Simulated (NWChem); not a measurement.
## A calculation on BCl

```xyz
2

B      0.0000     0.0000    -1.3285
Cl     0.0000     0.0000     0.3907
```
Charge 0, spin multiplicity 1.

All runs are NWChem calculations. All single points use one geometry, from PBE0/def2-SVP, a minimum by its harmonic frequencies.

Symmetry labels belong to the abelian group C2v used in the runs, with the axes of the coordinates shown; states degenerate in a higher group split over its labels.

The structure started from a generated list of species.

List the lowest 5 singlet excitations that CIS/def2-SVPD gives, with oscillator strengths.


```csv
state,symmetry,energy (eV),wavelength (nm),f
1,b1,4.67,266,0.112
2,b2,4.67,266,0.112
3,a1,8.19,151,0.107
4,a1,8.66,143,0.000
5,a1,8.83,140,0.310
```
